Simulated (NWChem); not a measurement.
System: C₄H₄O₂; SMILES O=C1C=COC1

The following NWChem deck was run.

```
start job
memory heap 200 mb stack 900 mb global 1100 mb
geometry units angstroms noautoz
  O     -0.053366     2.066167     0.000000
  C      0.033986     0.861688     0.000000
  C      1.206490    -0.010620     0.000000
  C      0.743025    -1.279521     0.000000
  O     -0.585617    -1.417823     0.000000
  C     -1.148609    -0.111911     0.000000
  H      2.244616     0.311558     0.000000
  H      1.296597    -2.221164     0.000000
  H     -1.776350     0.015592    -0.895316
  H     -1.776350     0.015592     0.895316
end
basis spherical
  * library def2-tzvp
end
dft
  xc b3lyp
  iterations 150
  semidirect filesize 400000000
  mulliken
end
task dft energy
```

Excerpt of the output:

```
             Northwest Computational Chemistry Package (NWChem) 7.3.0
             --------------------------------------------------------

 CS  symmetry detected

                             Geometry "geometry" -> ""
                             -------------------------

 Output coordinates in angstroms (scale by  1.889725989 to convert to a.u.)

  No.       Tag          Charge          X              Y              Z
 ---- ---------------- ---------- -------------- -------------- --------------
    1 O                    8.0000    -0.03984777     2.06490348     0.00000000
    2 C                    6.0000     0.04112865     0.85997906     0.00000000
    3 C                    6.0000     1.20899980    -0.01852186     0.00000000
    4 C                    6.0000     0.73882600    -1.28495233     0.00000000
    5 O                    8.0000    -0.59052932    -1.41622095     0.00000000
    6 C                    6.0000    -1.14660228    -0.10734776     0.00000000
    7 H                    1.0000     2.24881629     0.29815766     0.00000000
    8 H                    1.0000     1.28740688    -2.22951176     0.00000000
    9 H                    1.0000    -1.77365971     0.02347559    -0.89531600
   10 H                    1.0000    -1.77365971     0.02347559     0.89531600

 Effective nuclear repulsion energy (a.u.)     222.0327456849

      Symmetry information
      --------------------

 Group name             Cs
 Group number              2
 Group order               2
 No. of unique centers     9

                                 NWChem DFT Module
                                 -----------------

 Summary of "ao basis" -> "ao basis" (spherical)
 ------------------------------------------------------------------------------
       Tag                 Description            Shells   Functions and Types
 ---------------- ------------------------------  ------  ---------------------
 O                         def2-tzvp                11       31   5s3p2d1f
 C                         def2-tzvp                11       31   5s3p2d1f
 H                         def2-tzvp                 4        6   3s1p

      Symmetry analysis of basis
      --------------------------

        a'        142
        a"         68

            General Information
            -------------------
          SCF calculation type: DFT
          Wavefunction type:  closed shell.
          No. of atoms     :    10
          No. of electrons :    44
           Alpha electrons :    22
            Beta electrons :    22
          Charge           :     0
          Spin multiplicity:     1
          Use of symmetry is: on ; symmetry adaption is: on
          Maximum number of iterations: 150
          AO basis - number of functions:   210
                     number of shells:    82
          Convergence on energy requested:  1.00D-06
          Convergence on density requested:  1.00D-05
          Convergence on gradient requested:  5.00D-04

              XC Information
              --------------
                         B3LYP Method XC Potential
                     Hartree-Fock (Exact) Exchange  0.200
                        Slater Exchange Functional  0.800 local
                    Becke 1988 Exchange Functional  0.720 non-local
              Lee-Yang-Parr Correlation Functional  0.810
                  VWN I RPA Correlation Functional  0.190 local

             Grid Information
             ----------------
          Grid used for XC integration:  medium
          Radial quadrature: Mura-Knowles
          Angular quadrature: Lebedev.
          Tag              B.-S. Rad. Rad. Pts. Rad. Cut. Ang. Pts.
          ---              ---------- --------- --------- ---------
          O                   0.60       49          12.0       434
          C                   0.70       49          10.0       434
          H                   0.35       45          11.0       434
          Grid pruning is: on
          Number of quadrature shells:   429
          Spatial weights used:  Erf1

      Superposition of Atomic Density Guess
      -------------------------------------

 Sum of atomic energies:        -302.25316410

      Non-variational initial energy
      ------------------------------

 Total energy =    -305.731158
 1-e energy   =    -850.786216
 2-e energy   =     323.022312
 HOMO         =      -0.303178
 LUMO         =      -0.035667

      Symmetry analysis of molecular orbitals - initial
      -------------------------------------------------

  Numbering of irreducible representations:

     1 a'          2 a"

  Orbital symmetries:

     1 a'          2 a'          3 a'          4 a'          5 a'
     6 a'          7 a'          8 a'          9 a'         10 a'
    11 a'         12 a'         13 a'         14 a"         15 a'
    16 a'         17 a"         18 a'         19 a'         20 a"
    21 a'         22 a"         23 a"         24 a"         25 a'
    26 a'         27 a'         28 a'         29 a"         30 a'
    31 a'         32 a'

------------------------------------------------------------
EAF file 0: "./job.aoints.0" size=641728512 bytes
------------------------------------------------------------
               write      read    awrite     aread      wait
               -----      ----    ------     -----      ----
     calls:     1224         0         0         0         0
   data(b): 6.42e+08  0.00e+00  0.00e+00  0.00e+00
   time(s): 0.00e+00  0.00e+00  0.00e+00  0.00e+00  0.00e+00
rate(mb/s): 0.00e+00  0.00e+00
------------------------------------------------------------

     ---------------------------------------------
      Total Density - Mulliken Population Analysis
     ---------------------------------------------

    Atom       Charge   Shell Charges
 -----------   ------   -------------------------------------------------------
    1 O    8     8.83   0.79  1.18  0.61  0.97  0.29  2.04  2.14  0.79  0.00  0.02  0.00
    2 C    6     5.40   0.86  1.12  0.54  0.55  0.09  0.98  0.94  0.15  0.04  0.11  0.02
    3 C    6     6.39   0.86  1.12  0.57  0.61  0.09  1.28  1.39  0.41  0.01  0.04  0.01
    4 C    6     5.64   0.86  1.12  0.55  0.59  0.10  1.02  1.01  0.26  0.03  0.08  0.01
    5 O    8     8.39   0.79  1.18  0.59  0.94  0.24  1.89  2.08  0.64  0.00  0.03  0.00
    6 C    6     6.00   0.86  1.12  0.54  0.65  0.08  1.11  1.21  0.32  0.02  0.08  0.01
    7 H    1     0.82   0.23  0.44  0.12  0.02
    8 H    1     0.84   0.24  0.45  0.13  0.02
    9 H    1     0.84   0.24  0.45  0.14  0.02
   10 H    1     0.84   0.24  0.45  0.14  0.02

   convergence    iter        energy       DeltaE   RMS-Dens  Diis-err
 ---------------- ----- ----------------- --------- --------- ---------
 d= 0,ls=0.0,diis     1   -305.2114502173 -5.27D+02  1.30D-02  1.61D+00
 d= 0,ls=0.0,diis     2   -304.7521203554  4.59D-01  1.08D-02  5.98D+00
 d= 0,ls=0.0,diis     3   -305.3551082193 -6.03D-01  2.02D-03  2.03D-01
 d= 0,ls=0.0,diis     4   -305.3676021246 -1.25D-02  7.59D-04  7.38D-02
 d= 0,ls=0.0,diis     5   -305.3737141109 -6.11D-03  1.77D-04  4.32D-03
  Resetting Diis
 d= 0,ls=0.0,diis     6   -305.3740145326 -3.00D-04  7.66D-05  7.88D-04
 d= 0,ls=0.0,diis     7   -305.3741040597 -8.95D-05  3.75D-05  3.71D-05
 d= 0,ls=0.0,diis     8   -305.3740943288  9.73D-06  2.45D-05  1.30D-04
 d= 0,ls=0.0,diis     9   -305.3741082046 -1.39D-05  5.90D-06  2.07D-06
 d= 0,ls=0.0,diis    10   -305.3741083617 -1.57D-07  1.36D-06  1.53D-07

         Total DFT energy =     -305.374108361716
      One electron energy =     -854.737602506346
           Coulomb energy =      367.738506423296
    Exchange-Corr. energy =      -40.407757963528
 Nuclear repulsion energy =      222.032745684862

 Numeric. integr. density =       43.999993967852

                  Occupations of the irreducible representations
                  ----------------------------------------------

                     irrep           alpha         beta
                     --------     --------     --------
                     a'               18.0         18.0
                     a"                4.0          4.0

                       DFT Final Molecular Orbital Analysis
                       ------------------------------------

 Vector   20  Occ=2.000000D+00  E=-3.806898D-01  Symmetry=a"
              MO Center= -3.5D-01,  1.4D-01,  9.8D-16, r^2= 3.2D+00
   Bfn.  Coefficient  Atom+Function         Bfn.  Coefficient  Atom+Function
  ----- ------------  ---------------      ----- ------------  ---------------
   163      0.213664   6 C  pz                8     -0.192063   1 O  pz
   101     -0.172875   4 C  pz              200     -0.164160   9 H  s
   206      0.164160  10 H  s                11     -0.157601   1 O  pz
   104     -0.147145   4 C  pz               70     -0.146253   3 C  pz
    39     -0.144858   2 C  pz              166      0.144252   6 C  pz

 Vector   21  Occ=2.000000D+00  E=-2.634474D-01  Symmetry=a"
              MO Center=  4.3D-01, -1.4D-01, -3.8D-15, r^2= 3.0D+00
   Bfn.  Coefficient  Atom+Function         Bfn.  Coefficient  Atom+Function
  ----- ------------  ---------------      ----- ------------  ---------------
    70      0.271750   3 C  pz              132     -0.264368   5 O  pz
    73      0.238478   3 C  pz              135     -0.219198   5 O  pz
     8     -0.216533   1 O  pz              138     -0.197929   5 O  pz
    76      0.186310   3 C  pz               11     -0.177058   1 O  pz
   101      0.163182   4 C  pz              104      0.151791   4 C  pz

 Vector   22  Occ=2.000000D+00  E=-2.585433D-01  Symmetry=a'
              MO Center= -4.2D-02,  1.4D+00,  1.2D-15, r^2= 2.2D+00
   Bfn.  Coefficient  Atom+Function         Bfn.  Coefficient  Atom+Function
  ----- ------------  ---------------      ----- ------------  ---------------
     6      0.412496   1 O  px                9      0.335672   1 O  px
    67     -0.288459   3 C  s                12      0.256508   1 O  px
   160      0.234575   6 C  s                74      0.133417   3 C  px
    69     -0.131384   3 C  py              161      0.130219   6 C  px
   162      0.127892   6 C  py              167      0.115948   6 C  px

 Vector   23  Occ=0.000000D+00  E=-5.800162D-02  Symmetry=a"
              MO Center=  2.5D-01, -8.6D-02,  4.3D-15, r^2= 3.6D+00
   Bfn.  Coefficient  Atom+Function         Bfn.  Coefficient  Atom+Function
  ----- ------------  ---------------      ----- ------------  ---------------
   107      0.431546   4 C  pz              201     -0.389848   9 H  s
   207      0.389848  10 H  s               101      0.299552   4 C  pz
   169     -0.291368   6 C  pz              104      0.275679   4 C  pz
    42     -0.243875   2 C  pz               39     -0.237737   2 C  pz
    14      0.225853   1 O  pz                8      0.221662   1 O  pz

 Vector   24  Occ=0.000000D+00  E= 4.098707D-02  Symmetry=a'
              MO Center= -1.1D+00, -3.4D-01,  4.0D-14, r^2= 7.1D+00
   Bfn.  Coefficient  Atom+Function         Bfn.  Coefficient  Atom+Function
  ----- ------------  ---------------      ----- ------------  ---------------
   160      4.387002   6 C  s                36     -1.909442   2 C  s
   201     -1.850243   9 H  s               207     -1.850243  10 H  s
   195     -1.181709   8 H  s               106     -0.972239   4 C  py
   105      0.912416   4 C  px               98     -0.902228   4 C  s
    67      0.875229   3 C  s               129      0.745661   5 O  s

 Vector   25  Occ=0.000000D+00  E= 4.320756D-02  Symmetry=a"
              MO Center=  4.1D-01,  9.6D-02, -1.9D-14, r^2= 3.7D+00
   Bfn.  Coefficient  Atom+Function         Bfn.  Coefficient  Atom+Function
  ----- ------------  ---------------      ----- ------------  ---------------
    76      0.771149   3 C  pz              201     -0.648691   9 H  s
   207      0.648691  10 H  s               107     -0.518492   4 C  pz
    45     -0.430831   2 C  pz              169     -0.420324   6 C  pz
    42     -0.281212   2 C  pz               70      0.273228   3 C  pz
    39     -0.270537   2 C  pz               14      0.267975   1 O  pz

------------------------------------------------------------
EAF file 0: "./job.aoints.0" size=799539200 bytes
------------------------------------------------------------
               write      read    awrite     aread      wait
               -----      ----    ------     -----      ----
     calls:     1525         9         0     13716     13716
   data(b): 8.00e+08  4.72e+06  0.00e+00  7.19e+09
   time(s): 0.00e+00  0.00e+00  0.00e+00  0.00e+00  0.00e+00
rate(mb/s): 0.00e+00  0.00e+00
------------------------------------------------------------

     ---------------------------------------------
      Total Density - Mulliken Population Analysis
     ---------------------------------------------

    Atom       Charge   Shell Charges
 -----------   ------   -------------------------------------------------------
    1 O    8     8.31   0.79  1.18  0.61  0.90  0.32  1.90  1.78  0.79  0.00  0.03  0.00
    2 C    6     5.86   0.85  1.12  0.55  0.55  0.07  1.28  1.01  0.21  0.05  0.15  0.02
    3 C    6     6.21   0.85  1.12  0.53  0.59  0.12  1.36  1.19  0.38  0.02  0.04  0.01
    4 C    6     5.92   0.85  1.12  0.56  0.57  0.09  1.28  1.04  0.27  0.03  0.10  0.01
    5 O    8     8.25   0.79  1.18  0.59  0.92  0.29  1.91  1.89  0.62  0.00  0.04  0.00
    6 C    6     5.99   0.85  1.12  0.53  0.65  0.03  1.31  1.11  0.28  0.02  0.08  0.01
    7 H    1     0.86   0.27  0.48  0.09  0.02
    8 H    1     0.85   0.27  0.48  0.08  0.02
    9 H    1     0.87   0.27  0.48  0.09  0.02
   10 H    1     0.87   0.27  0.48  0.09  0.02

     -------------------------------------------
      Total Density - Lowdin Population Analysis
     -------------------------------------------

    Atom       Charge   Shell Charges
 -----------   ------   -------------------------------------------------------
    1 O    8     7.89   0.87  1.09  0.53  0.58  0.33  1.73  1.80  0.88  0.00  0.07  0.01
    2 C    6     6.36   0.91  1.03  0.35  0.30  0.15  1.08  1.14  0.49  0.07  0.72  0.11
    3 C    6     6.17   0.91  1.04  0.35  0.33  0.17  1.15  1.30  0.56  0.03  0.30  0.04
    4 C    6     6.21   0.91  1.04  0.37  0.32  0.16  1.10  1.17  0.50  0.05  0.51  0.09
    5 O    8     7.74   0.87  1.09  0.51  0.52  0.27  1.75  1.81  0.80  0.00  0.11  0.01
    6 C    6     6.22   0.91  1.04  0.37  0.33  0.16  1.12  1.27  0.50  0.03  0.42  0.07
    7 H    1     0.85   0.25  0.38  0.16  0.06
    8 H    1     0.86   0.26  0.39  0.16  0.06
    9 H    1     0.86   0.25  0.39  0.15  0.06
   10 H    1     0.86   0.25  0.39  0.15  0.06

     Multipole analysis of the density
     ---------------------------------

     L   x y z        total         alpha         beta         nuclear
     -   - - -        -----         -----         ----         -------
     0   0 0 0     -0.000000    -22.000000    -22.000000     44.000000

     1   1 0 0      0.114599      0.057299      0.057299     -0.000000
     1   0 1 0     -1.209012     -0.604506     -0.604506     -0.000000
     1   0 0 1      0.000000      0.000000      0.000000      0.000000

     2   2 0 0    -22.173961    -74.924088    -74.924088    127.674215
     2   1 1 0     -1.866883      1.085142      1.085142     -4.037166
     2   1 0 1      0.000000      0.000000      0.000000      0.000000
     2   0 2 0    -31.121778   -139.891040   -139.891040    248.660303
     2   0 1 1      0.000000      0.000000      0.000000      0.000000
     2   0 0 2    -25.431213    -15.578139    -15.578139      5.725064
```

Level: B3LYP/def2-TZVP. Coordinates come from a PBE0/def2-SVP optimisation.
